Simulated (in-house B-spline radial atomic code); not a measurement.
## Ionising Tl VII (Tl6+) with different functionals

Computed with a radial B-spline atomic code at the basis-set limit: four-component Dirac-Coulomb Hamiltonian, Fermi nucleus of rms radius 5.4759 fm, spin-restricted, spherical fractional occupations for the functionals. The ionisation energy is the difference of two self-consistent energies, [Xe] 4f14 5d7 → [Xe] 4f14 5d6, without Breit or QED terms; ε is the level of the shell that loses the electron (mean over j). The electron is taken from both j subshells in proportion to 2j + 1, so the result is a j average, not the step between ground levels.

Hybrids are left out here: with spherical fractional occupations of an open shell their exact exchange keeps a self-interaction that integer-occupation calculations don't have.

```csv
method,rung,ΔSCF (eV),-ε(5d) (eV)
LDA VWN5,LDA,101.23,92.51
relativistic LDA,LDA,101.22,92.52
LDA PW92,LDA,101.22,92.51
LDA exchange-only,LDA,99.37,90.68
PBE,GGA,100.93,92.23
PBEsol,GGA,100.96,92.25
BLYP,GGA,100.73,92.03
RPBE,GGA,100.87,92.16
PW91,GGA,?,?
BP86,GGA,?,?
AM05,GGA,100.99,92.28
OLYP,GGA,101.29,92.56
```

Problem. What does PW91 give?

Solution. ΔSCF 101.02 eV, and -ε(5d) = 92.32 eV.

Problem. What does BP86 give?

Solution. ΔSCF 101.02 eV, and -ε(5d) = 92.32 eV.

Problem. How do they compare with the NIST value?

Solution. NIST lists 98 eV ± 2 (tabulated theory, ground level to ground level). Errors run from +1.47 to +3.39 eV; all lie within about twice that uncertainty, so the table can't rank the methods.
